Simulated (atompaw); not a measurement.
## arsenic (As): one change to a PAW (atompaw) potential, before and after

arsenic (As), PAW, made with atompaw 4.2.0.5 (PBE, scalar-relativistic). Core [Ar], reference 3d10 4s2 4p3. Waves: 4s (bound): rc 1.50 bohr; 4s channel at 2.55 Ry: rc 1.50 bohr; 4p (bound): rc 1.80 bohr; 4p channel at 0.1 Ry: rc 1.80 bohr; 3d (bound): rc 1.00 bohr; 3d channel at -2.4 Ry: rc 1.00 bohr. Local part: troulliermartins scheme with l = 3 at 0.5 Ry, radius 1.35 bohr. Core correction: smooth core density matched at 1.00 bohr. Augmentation charge: gaussian compensation charge, radius 1.50 bohr; PAW radius 1.80 bohr; waves and projectors: custom rrkj gramschmidtortho.

Change: local potential troulliermartins scheme with l = 3 at 0.5 Ry, radius 1.74 bohr.

Cutoffs: the cutoffs (Ry, on a coarse ladder) from which the occupation-weighted sum of valence levels, in a spherical-Bessel basis at the reference potential, stays within 10 and 1 mRy of its value at 400 Ry; they do not see the model core or the augmentation charge, which bear on the density cutoff.

Q: What does the change do?

A: The potential gets neither clearly harder nor softer (160 Ry and 260 Ry → 160 Ry and 260 Ry); the bound ghost in s disappears. A state that the projectors do not describe sees the local part alone, so a deeper or shallower local part can create or remove a ghost.

| quantity | base | changed |
| --- | --- | --- |
| cutoff, loose | 160 Ry | 160 Ry |
| cutoff, tight | 260 Ry | 260 Ry |
| loose cutoff by channel (10 mRy a level) | s 12 Ry, p 6 Ry, d 100 Ry | s 15 Ry, p 6 Ry, d 100 Ry |
| bound ghosts | s | none |
| s: phases at 1.81 bohr within 0.05 rad from the reference energy up to (Ry; the scan ends near 5) | to the end of the scan | 4.6 |
| p: phases at 1.81 bohr within 0.05 rad from the reference energy up to (Ry; the scan ends near 5) | to the end of the scan | to the end of the scan |
| d: phases at 1.81 bohr within 0.05 rad from the reference energy up to (Ry; the scan ends near 5) | to the end of the scan | to the end of the scan |
| lowest overlap eigenvalue by channel | s 0.46, p 0.52, d 0.92 | s 0.50, p 0.60, d 0.96 |

 A true bound ghost makes a file unfit for plane-wave use even where its test errors are small: the radial tests pick states by their node count and pass the ghost by. The cutoffs see the waves, projectors and local potential, not the compensation charge or the core.
